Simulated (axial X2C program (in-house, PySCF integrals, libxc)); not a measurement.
**Density and ELF of ZrH⁺**

Computed with an in-house all-electron X2C program for linear molecules (integrals from PySCF). Two-component (2c) means X2C with spin–orbit coupling and atomic mean-field two-electron Coulomb and Gaunt terms. Basis: Zr dyall-cv3z [11s12p9d6f3g], H dyall-v3z [6s2p1d] (cores contracted in-house); Gaussian nuclei, density fitting, unrestricted open shells. Masses: Zr 89.905 u, H 1.008 u.

PBE0, with spin–orbit coupling, state Ω = 1 (⟨Sz⟩ = -1.00, ⟨Lz⟩ = 2.00 at PBE0); Zr at z = 0, H at z = 1.803 Å.

The maps cover the half plane through the axis: z from -2.4 to 4.2 Å along the bond, ρ from 0.15 to 2.25 Å away from it.

log10 of the density in e/bohr³:

```
 ρ\z  -2.4  -1.8  -1.2  -0.6   0.0   0.6   1.2   1.8   2.4   3.0   3.6   4.2
0.15  -3.5  -2.6  -1.4  -0.2   1.6  -0.3  -1.0  -0.6  -1.5  -2.6  -3.6  -4.6
0.45  -3.6  -2.7  -1.7  -0.5   0.0  -0.6  -1.2  -1.1  -1.7  -2.7  -3.7  -4.6
0.75  -3.7  -2.9  -2.1  -1.1  -0.5  -1.1  -1.5  -1.6  -2.1  -2.9  -3.8  -4.8
1.05  -3.9  -3.1  -2.4  -1.6  -1.1  -1.6  -1.9  -2.0  -2.4  -3.2  -4.0  -4.9
1.35  -4.0  -3.3  -2.7  -2.0  -1.7  -2.0  -2.3  -2.4  -2.8  -3.5  -4.2  -5.1
1.65  -4.2  -3.5  -2.8  -2.3  -2.1  -2.3  -2.7  -2.9  -3.2  -3.8  -4.5  -5.4
1.95  -4.4  -3.7  -3.1  -2.6  -2.4  -2.6  -3.0  -3.3  -3.6  -4.2  -4.8  -5.6
2.25  -4.6  -3.9  -3.4  -3.0  -2.8  -3.0  -3.3  -3.7  -4.0  -4.5  -5.2  -5.9
```

Electron localisation function (collinear form, no current term, damped to 0 at low density):

```
 ρ\z  -2.4  -1.8  -1.2  -0.6   0.0   0.6   1.2   1.8   2.4   3.0   3.6   4.2
0.15  0.03  0.32  0.74  0.83  0.44  0.77  0.83  1.00  1.00  0.99  0.07  0.00
0.45  0.01  0.14  0.39  0.76  0.22  0.68  0.74  1.00  1.00  0.98  0.04  0.00
0.75  0.01  0.03  0.06  0.40  0.84  0.29  0.50  1.00  1.00  0.92  0.02  0.00
1.05  0.00  0.02  0.02  0.21  0.66  0.12  0.22  0.98  0.99  0.63  0.00  0.00
1.35  0.00  0.02  0.06  0.32  0.60  0.17  0.12  0.77  0.85  0.15  0.00  0.00
1.65  0.00  0.03  0.19  0.53  0.69  0.32  0.11  0.29  0.30  0.01  0.00  0.00
1.95  0.00  0.03  0.28  0.64  0.72  0.44  0.11  0.07  0.03  0.00  0.00  0.00
2.25  0.00  0.01  0.20  0.58  0.66  0.42  0.09  0.02  0.00  0.00  0.00  0.00
```

Axial spin density in 10⁻³ e/bohr³:

```
 ρ\z  -2.4  -1.8  -1.2   -0.6     0.0    0.6   1.2   1.8  2.4  3.0  3.6  4.2
0.15  -0.1  -0.2  -4.9  -62.6  -189.9  -60.6  -2.6  11.6  1.7  0.1  0.0  0.0
0.45  -0.1  -0.2  -1.9  -14.0   -25.3  -13.7  -0.6   3.6  1.0  0.1  0.0  0.0
0.75  -0.1  -0.2  -0.8   -8.9   -49.1   -8.0  -0.3   1.0  0.4  0.1  0.0  0.0
1.05  -0.1  -0.2  -1.3  -10.7   -31.4   -9.5  -1.0   0.1  0.1  0.0  0.0  0.0
1.35  -0.1  -0.3  -1.6   -8.0   -16.3   -7.2  -1.3  -0.2  0.0  0.0  0.0  0.0
1.65  -0.1  -0.2  -1.3   -4.7    -7.7   -4.2  -1.1  -0.2  0.0  0.0  0.0  0.0
1.95   0.0  -0.2  -0.8   -2.4    -3.5   -2.1  -0.7  -0.1  0.0  0.0  0.0  0.0
2.25   0.0  -0.1  -0.4   -1.1    -1.5   -1.0  -0.4  -0.1  0.0  0.0  0.0  0.0
```

The state is a single determinant with fixed occupations, the lowest that a limited PBE0 search found. Density functionals use the spin component along the axis (collinear). Other states lie close and PBE0, whose exact exchange favours high spin, may order them wrongly; the determinant shown need not be the ground state. The nearest other 2c determinant of the search, Ω = 2, lies 0.10 eV up at the distance of the search. Without a current term, density functionals place determinants with orbital angular momentum somewhat too high. With several unpaired electrons one determinant need not be a pure state.
